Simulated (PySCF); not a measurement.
# Ne²⁺ (neon, charge +2): UHF calculation

Configuration: [He] 2s2 2p4, high-spin 3P determinant. Calculation: PySCF 2.14, in ANO-RCC-VTZP; scalar relativity by spin-free X2C-1e.

* Total energy: -126.519018 hartree
* One-electron energy: -166.7666 hartree
* Hartree (Coulomb) energy: 51.3904 hartree
* Exchange energy: -11.1429 hartree
* ⟨S²⟩: 2.0037
* ⟨L²⟩: 2.007
* Sum of ⟨r⟩: 5.188 bohr
* Sum of ⟨r²⟩: 4.958 bohr²
* Traceless quadrupole moment −½Σ⟨3z² − r²⟩ along its main axis: -0.346 e·bohr²
* Langevin diamagnetic susceptibility: -3.93 ×10⁻⁶ cm³/mol

| shell | electrons | mean orbital energy (eV) | spread (eV) | rms radius, mean of both spins (bohr) |
| --- | --- | --- | --- | --- |
| 1s α | 1 | -945.43 | 0 | 0.182 |
| 1s β | 1 | -941.72 | 0 | 0.182 |
| 2s α | 1 | -99.401 | 0 | 0.906 |
| 2s β | 1 | -86.583 | 0 | 0.906 |
| 2p α | 3 | -70.103 | 3.902 | 0.902 |
| 2p β | 1 | -64.122 | 0 | 0.902 |

Spin-orbit constants ζ (cm⁻¹) from the X2C one-electron operator on these orbitals: bare nucleus, nucleus screened by l(l+1)(2l+1)/3 electrons, and screened by the Breit-Pauli mean field of the electrons.

```json
{"shell": "2p", "bare": "847.2", "screened nucleus": "677.8", "mean field": "607.6"}
```

To first order the Landé constant is A = -303.8 cm⁻¹, so the lowest level has J = 2 and lies 0.0377 eV below the centre of the term. This holds in LS coupling only.
